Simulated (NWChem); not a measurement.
System: CH₃BrMgO; SMILES C[O][Mg][Br]

Here is an NWChem input.

```
start job
memory heap 200 mb stack 900 mb global 1100 mb
geometry units angstroms noautoz
  Mg     0.290155    -0.228263    -0.364179
  Br    -0.889139     0.736063     1.419935
  O      1.175340    -0.952027    -1.703317
  C      1.866346    -1.516370    -2.747700
  H      2.265561    -0.752307    -3.443926
  H      2.731701    -2.114477    -2.399427
  H      1.230019    -2.195416    -3.349259
end
basis spherical
  * library 3-21g
end
dft
  xc xtpss03 ctpss03
  iterations 150
  mulliken
end
task dft energy
```

Parts of the log:

```
             Northwest Computational Chemistry Package (NWChem) 7.3.0
             --------------------------------------------------------

 C3  symmetry detected

                             Geometry "geometry" -> ""
                             -------------------------

 Output coordinates in angstroms (scale by  1.889725989 to convert to a.u.)

  No.       Tag          Charge          X              Y              Z
 ---- ---------------- ---------- -------------- -------------- --------------
    1 Mg                  12.0000     0.00000000    -0.00000000    -0.60256565
    2 Br                  35.0000     0.00000000     0.00000000     1.74343557
    3 O                    8.0000    -0.00000000    -0.00000000    -2.36343969
    4 C                    6.0000     0.00000000     0.00000000    -3.73701454
    5 H                    1.0000    -0.56593516     0.85692481    -4.15328414
    6 H                    1.0000     1.02508623     0.06165182    -4.15328414
    7 H                    1.0000    -0.45915108    -0.91857663    -4.15328414

 Effective nuclear repulsion energy (a.u.)     240.6708529095

      Symmetry information
      --------------------

 Group name             C3
 Group number              5
 Group order               3
 No. of unique centers     5

                                 NWChem DFT Module
                                 -----------------

 Summary of "ao basis" -> "ao basis" (spherical)
 ------------------------------------------------------------------------------
       Tag                 Description            Shells   Functions and Types
 ---------------- ------------------------------  ------  ---------------------
 Mg                          3-21g                   7       13   4s3p
 Br                          3-21g                  10       22   5s4p1d
 O                           3-21g                   5        9   3s2p
 C                           3-21g                   5        9   3s2p
 H                           3-21g                   2        2   2s

      Symmetry analysis of basis
      --------------------------

        a          29
        e+         15
        e-         15

  Rotation of axis

            General Information
            -------------------
          SCF calculation type: DFT
          Wavefunction type:  closed shell.
          No. of atoms     :     7
          No. of electrons :    64
           Alpha electrons :    32
            Beta electrons :    32
          Charge           :     0
          Spin multiplicity:     1
          Use of symmetry is: on ; symmetry adaption is: on
          Maximum number of iterations: 150
          AO basis - number of functions:    59
                     number of shells:    33
          Convergence on energy requested:  1.00D-06
          Convergence on density requested:  1.00D-05
          Convergence on gradient requested:  5.00D-04

              XC Information
              --------------
                  TPSS metaGGA Exchange Functional  1.000
             TPSS03 metaGGA Correlation Functional  1.000

             Grid Information
             ----------------
          Grid used for XC integration:  medium
          Radial quadrature: Mura-Knowles
          Angular quadrature: Lebedev.
          Tag              B.-S. Rad. Rad. Pts. Rad. Cut. Ang. Pts.
          ---              ---------- --------- --------- ---------
          Mg                  1.50       88          10.0       590
          Br                  1.15      112          13.0       590
          O                   0.60       49          10.0       434
          C                   0.70       49          12.0       434
          H                   0.35       45          13.0       434
          Grid pruning is: on
          Number of quadrature shells:   343
          Spatial weights used:  Erf1

      Superposition of Atomic Density Guess
      -------------------------------------

 Sum of atomic energies:       -2871.83170547

      Non-variational initial energy
      ------------------------------

 Total energy =   -2872.816235
 1-e energy   =   -4482.307655
 2-e energy   =    1368.820566
 HOMO         =      -0.355797
 LUMO         =      -0.079831

      Symmetry analysis of molecular orbitals - initial
      -------------------------------------------------

  Numbering of irreducible representations:

     1 a           2 e+          3 e-

  Orbital symmetries:

     1 a           2 a           3 a           4 e+          5 e+
     6 a           7 a           8 a           9 a          10 a
    11 e+         12 e+         13 a          14 a          15 e+
    16 e+         17 e+         18 e+         19 a          20 e+
    21 e+         22 a          23 a          24 a          25 a
    26 e+         27 e+         28 a          29 e+         30 e+
    31 e+         32 e+         33 a          34 e+         35 e+
    36 a          37 a          38 e+         39 e+         40 a
    41 a          42 e+

     ---------------------------------------------
      Total Density - Mulliken Population Analysis
     ---------------------------------------------

    Atom       Charge   Shell Charges
 -----------   ------   -------------------------------------------------------
    1 Mg  12    10.66   2.00  1.98  5.88  0.28  0.34  0.13  0.05
    2 Br  35    35.57   2.00  2.00  5.99  2.00  5.97  0.77  2.41  1.21  3.22 10.00
    3 O    8     9.16   1.99  0.44  2.36  1.42  2.95
    4 C    6     6.18   1.99  0.40  1.42  1.02  1.36
    5 H    1     0.81   0.44  0.38
    6 H    1     0.81   0.44  0.38
    7 H    1     0.81   0.44  0.38

[...]
```

Level: TPSS/3-21G. All runs use the structure optimised with PBE0/def2-SVP.
